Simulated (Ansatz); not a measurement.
One change: `C[SiH2][SiH2]S` becomes `BS[SiH2][SiH2]C`.

Ansatz, PBE0-D4/def2-TZVP geometries, multiplicity 1. Each molecule was computed in one conformer, which needn't be the lowest.

```json
{"property": "HOMO energy (B3LYP/def2-TZVPP) / eV", "`C[SiH2][SiH2]S`": "-6.96"}
{"property": "HOMO–LUMO gap (ωB97M-V/def2-TZVPP) / eV", "`C[SiH2][SiH2]S`": "10.78"}
{"property": "LUMO energy (PBE/def2-TZVPP) / eV", "`C[SiH2][SiH2]S`": "-1.06"}
{"property": "HOMO–LUMO gap (B3LYP/def2-TZVPP) / eV", "`C[SiH2][SiH2]S`": "6.56"}
{"property": "size of the dipole moment (PBE/def2-TZVPP) / D", "`C[SiH2][SiH2]S`": "1.22"}
{"property": "HOMO energy (ωB97M-V/def2-TZVPP) / eV", "`C[SiH2][SiH2]S`": "-9.27"}
```

(1) Give the same properties after the change, and the shifts. (Best estimate.)

Answers

(1) The calculation gave: 
```tsv
property	`BS[SiH2][SiH2]C`	shift
HOMO energy (B3LYP/def2-TZVPP) / eV	-7.46	-0.50
HOMO–LUMO gap (ωB97M-V/def2-TZVPP) / eV	10.09	-0.69
LUMO energy (PBE/def2-TZVPP) / eV	-2.42	-1.36
HOMO–LUMO gap (B3LYP/def2-TZVPP) / eV	5.79	-0.77
size of the dipole moment (PBE/def2-TZVPP) / D	1.47	0.25
HOMO energy (ωB97M-V/def2-TZVPP) / eV	-9.67	-0.40
```

With PBE0 the HOMO falls by 0.48 eV and the LUMO falls by 1.26 eV, so the gap narrows by about 0.78 eV. PBE moves the HOMO by -0.59 eV and ωB97M-V by -0.40 eV. Dipoles are sizes alone; their direction can turn.

B3LYP here is the variant with VWN-RPA as its local correlation; programs differ in this.
